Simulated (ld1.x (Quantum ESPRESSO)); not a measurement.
Before and after: RRKJ potential for Xe (Z = 54)

- Element: xenon
- Generator: ld1.x (Quantum ESPRESSO) 7.5
- Type: norm-conserving RRKJ (Kleinman–Bylander form)
- Functional: PBEsol
- Relativity: scalar-relativistic
- Frozen core: [Kr]
- Valence charge: 18
- Reference configuration: 4d10 5s2 5p6
- Partial waves: 5p (bound): rc 1.50 bohr; 4d (bound): rc 1.20 bohr; 5s (bound): rc 1.45 bohr
- Local potential: the s channel
- Core correction: Bessel-smoothed model core, default radius (core density twice the valence density)

Change: local potential the d channel.

Cutoffs: the cutoffs (Ry, on a coarse ladder) from which the occupation-weighted sum of valence levels, in a spherical-Bessel basis at the reference potential, stays within 10 and 1 mRy of its value at 400 Ry; they do not see the model core or the augmentation charge, which bear on the density cutoff. Errors are all-electron minus pseudo energies relative to the spin-unpolarised reference configuration.

Task: What does the change do?

Result: The potential gets harder (110 Ry and 140 Ry → 120 Ry and 200 Ry); a bound ghost appears in p, s, which as a rule spoils a file; of the 7 tests that both files solve, the error grows in 5 and shrinks in 2 by more than 15 % and 0.3 meV (median size 3.4 → 6.7 meV); the range in which the d phases agree widens (upper end -0.5 → at the end of the scan). In the separable form a ghost depends on how the local part lies against the semilocal potential of the channel, so the choice of the local part can create or remove one.

| quantity | base | changed |
| --- | --- | --- |
| cutoff, loose | 110 Ry | 120 Ry |
| cutoff, tight | 140 Ry | 200 Ry |
| loose cutoff by channel (10 mRy a level) | p 45 Ry, d 90 Ry, s 35 Ry | s 35 Ry, p 45 Ry, d 100 Ry |
| bound ghosts | none | s, p |
| error for 4d10 5s2 5p5, meV [ΔE 12.55 eV] | -1.1 | -3.7 |
| error for 4d10 5s2 5p4, meV [ΔE 34.33 eV] | +3.4 | -8.4 |
| error for 4d10 5s2 5p3, meV [ΔE 66.10 eV] | +17 | -9.9 |
| error for 4d10 5s2 5p5.5, meV [ΔE 5.18 eV] | -1.0 | -1.6 |
| error for 4d9 5s2 5p6, meV [ΔE 67.65 eV] | -335 | -457 |
| error for 4d10 5s1 5p6, meV [ΔE 24.73 eV] | +1.3 | -6.7 |
| error for 4d10 5s2 5p2, meV [ΔE 108.49 eV] | +41 | -0.8 |
| s: phases at 1.66 bohr within 0.05 rad from the reference energy up to (Ry; the scan ends near 5) | 2.5 | 2.8 |
| p: phases at 1.66 bohr within 0.05 rad from the reference energy up to (Ry; the scan ends near 5) | to the end of the scan | to the end of the scan |
| d: phases at 1.66 bohr within 0.05 rad from the reference energy up to (Ry; the scan ends near 5) | -0.5 | to the end of the scan |

 A true bound ghost makes a file unfit for plane-wave use even where its test errors are small: the radial tests pick states by their node count and pass the ghost by.
